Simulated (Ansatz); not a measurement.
All numbers were calculated with Ansatz.

A structure relaxed at PBE0-D4/def2-TZVP, charge 0, multiplicity 1:

Cartesian coordinates in Å:
```
N -1.527 -1.083 0.830
Hf 0.000 0.001 -0.001
N 0.865 1.192 1.423
N 1.387 -1.304 -0.756
N -0.725 1.197 -1.497
H -1.963 -0.931 1.727
H -1.918 -1.921 0.421
H 1.758 1.050 1.872
H 0.485 2.074 1.737
H 1.674 -2.157 -0.296
H 1.839 -1.258 -1.657
H -0.243 2.005 -1.865
H -1.631 1.136 -1.939
```

Problem. Give its formula and SMILES.

Solution. H8HfN4, `[NH2][Hf]([NH2])([NH2])[NH2]`.

Problem. Point group (tolerance 0.08 Å, 0.16 Å for H)?

Solution. S4.

Problem. Summarise the bond lengths by kind.

Solution. 4 × Hf–N 2.048 Å; 8 × H–N 1.010 to 1.011 Å.
